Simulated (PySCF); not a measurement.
H2MoO4, charge +1, doublet, at a GFN2-xTB geometry of the parent state (such geometries of metal compounds can be far from the true shape) (a state made from the parent by changing its charge; the spin is typed, not shown lowest) (core potentials on Mo); DF-B3LYP/def2-SVP run with PySCF.

Input for PySCF:
```python
from pyscf import gto, scf, dft

mol = gto.M(
    atom='''
Mo    0.04556687    0.00083011    0.00560237
O     1.10220482    0.78882640   -0.97552653
O     0.86074293   -0.75306665    1.21686762
O    -0.81590576   -1.20963679   -0.94058850
H    -1.09733612   -1.94764307   -1.49061800
O    -1.06225200    1.17542170    0.70967220
H    -1.49479228    1.90042130    1.17192022
''',
    basis='def2-svp',
    ecp={'Mo': 'def2-svp'},
    charge=1,
    spin=1,
    verbose=4,
)

mf = dft.ROKS(mol)
mf.xc = 'b3lyp'
mf = mf.density_fit(auxbasis='def2-universal-jkfit')
mf.kernel()
```

What the program printed (banner, timings and long lists left out):

```
PySCF version 2.14.0

[INPUT] verbose = 4
[INPUT] num. atoms = 7
[INPUT] num. electrons = 47
[INPUT] charge = 1
[INPUT] spin (= nelec alpha-beta = 2S) = 1
[INPUT] symmetry False subgroup None
[INPUT] Mole.unit = angstrom
[INPUT] Symbol           X                Y                Z      unit          X                Y                Z       unit  Magmom
[INPUT]  1 Mo     0.045566870000   0.000830110000   0.005602370000 AA    0.086108904654   0.001568680553   0.010586944948 Bohr   0.0
[INPUT]  2 O      1.102204820000   0.788826400000  -0.975526530000 AA    2.082865242976   1.490665855827  -1.843477968947 Bohr   0.0
[INPUT]  3 O      0.860742930000  -0.753066650000   1.216867620000 AA    1.626568401356  -1.423089722044   2.299546531651 Bohr   0.0
[INPUT]  4 O     -0.815905760000  -1.209636790000  -0.940588500000 AA   -1.541838429855  -2.285882243298  -1.777454660915 Bohr   0.0
[INPUT]  5 H     -1.097336120000  -1.947643070000  -1.490618000000 AA   -2.073664733393  -3.680511990707  -2.816859776347 Bohr   0.0
[INPUT]  6 O     -1.062252000000   1.175421700000   0.709672200000 AA   -2.007365355271   2.221225093871   1.341086096218 Bohr   0.0
[INPUT]  7 H     -1.494792280000   1.900421300000   1.171920220000 AA   -2.824748022314   3.591275778290   2.214608255640 Bohr   0.0

nuclear repulsion = 233.920959577169
number of shells = 41
number of NR pGTOs = 167
number of NR cGTOs = 97
basis = def2-svp
ecp = {'Mo': 'def2-svp'}

******** <class 'pyscf.df.df_jk.DFROKS'> ********
method = DFROKS
initial guess = minao
damping factor = 0
level_shift factor = 0
DIIS = <class 'pyscf.scf.diis.CDIIS'>
diis_start_cycle = 1
diis_space = 8
diis_damp = 0
SCF conv_tol = 1e-09
SCF conv_tol_grad = None
SCF max_cycles = 50
direct_scf = False
num. doubly occ = 23  num. singly occ = 1
XC library pyscf.dft.libxc version 7.1.2
    S. Lehtola, C. Steigemann, M. J. T. Oliveira, and M. A. L. Marques,  SoftwareX 7, 1–5 (2018)
XC functionals = b3lyp
    P. J. Stephens, F. J. Devlin, C. F. Chabalowski, and M. J. Frisch,  J. Phys. Chem. 98, 11623 (1994)
radial grids:
    Treutler-Ahlrichs [JCP 102, 346 (1995); DOI:10.1063/1.469408] (M4) radial grids

becke partition: Becke, JCP 88, 2547 (1988); DOI:10.1063/1.454033
pruning grids: <function nwchem_prune>
grids dens level: 3
symmetrized grids: False
atomic radii adjust function: <function treutler_atomic_radii_adjust>
small_rho_cutoff = 0
Set gradient conv threshold to 3.16228e-05
tot grids = 98384
******** <class 'pyscf.df.df.DF'> ********
auxbasis = def2-universal-jkfit
init E= -362.860467484351
  HOMO = -0.650915633913149  LUMO = -0.34074979011705  gap/eV = 8.44004
cycle= 1 E= -369.417454572366  delta_E= -6.56  |g|= 1.45  |ddm|= 2.56
  HOMO = -0.445097105827995  LUMO = -0.340280784126072  gap/eV = 2.85220
cycle= 2 E= -366.559766524572  delta_E= 2.86  |g|= 3.94  |ddm|= 2.51
  HOMO = -0.477377038359347  LUMO = -0.24689204568355  gap/eV = 6.27182
cycle= 3 E= -369.732494153021  delta_E= -3.17  |g|= 0.597  |ddm|= 2.12
  HOMO = -0.554569517086077  LUMO = -0.296770927310031  gap/eV = 7.01506
cycle= 4 E= -369.447553154611  delta_E= 0.285  |g|= 1.21  |ddm|=  1.1

WARN: HOMO -0.320822166486858 >= LUMO -0.564412682324345

cycle= 5 E= -369.370279692536  delta_E= 0.0773  |g|= 0.891  |ddm|=  1.7
  HOMO = -0.564057346572827  LUMO = -0.312237001701297  gap/eV = 6.85238
cycle= 6 E= -369.813660864272  delta_E= -0.443  |g|= 0.181  |ddm|= 1.36
  HOMO = -0.565783056556292  LUMO = -0.306979598838748  gap/eV = 7.04240
cycle= 7 E= -369.81924510447  delta_E= -0.00558  |g|= 0.0933  |ddm|= 0.0718
  HOMO = -0.566684320393114  LUMO = -0.306580033457114  gap/eV = 7.07780
cycle= 8 E= -369.820588115402  delta_E= -0.00134  |g|= 0.0561  |ddm|= 0.0609
  HOMO = -0.566621667158373  LUMO = -0.306831988983766  gap/eV = 7.06924
cycle= 9 E= -369.820740662215  delta_E= -0.000153  |g|= 0.0484  |ddm|= 0.0509
  HOMO = -0.566885306933442  LUMO = -0.306909994475796  gap/eV = 7.07429
cycle= 10 E= -369.820970263504  delta_E= -0.00023  |g|= 0.0365  |ddm|= 0.016
  HOMO = -0.567716087484758  LUMO = -0.307161151129617  gap/eV = 7.09006
cycle= 11 E= -369.821250155782  delta_E= -0.00028  |g|= 0.0159  |ddm|= 0.0469
  HOMO = -0.568013135128976  LUMO = -0.307293814850552  gap/eV = 7.09453
cycle= 12 E= -369.82131637443  delta_E= -6.62e-05  |g|= 0.00238  |ddm|= 0.0197
  HOMO = -0.568187705481443  LUMO = -0.307386276905111  gap/eV = 7.09677
cycle= 13 E= -369.821317958045  delta_E= -1.58e-06  |g|= 0.000428  |ddm|= 0.00312
  HOMO = -0.568187891103859  LUMO = -0.307386730601868  gap/eV = 7.09676
cycle= 14 E= -369.821317989508  delta_E= -3.15e-08  |g|= 0.000234  |ddm|= 0.000518
  HOMO = -0.568181831856014  LUMO = -0.307377086790221  gap/eV = 7.09686
cycle= 15 E= -369.821317997922  delta_E= -8.41e-09  |g|= 5.53e-05  |ddm|= 0.000283
  HOMO = -0.568186016282136  LUMO = -0.307379023083675  gap/eV = 7.09692
cycle= 16 E= -369.821318001508  delta_E= -3.59e-09  |g|= 1.11e-05  |ddm|= 0.000227
  HOMO = -0.568186278568437  LUMO = -0.307379102447956  gap/eV = 7.09692
cycle= 17 E= -369.821318001523  delta_E= -1.46e-11  |g|= 5.37e-06  |ddm|= 9.7e-06
  HOMO = -0.568186546625338  LUMO = -0.307379031776883  gap/eV = 7.09693
Extra cycle  E= -369.821318001447  delta_E= 7.62e-11  |g|= 1.74e-05  |ddm|= 3.74e-05
converged SCF energy = -369.821318001447
```
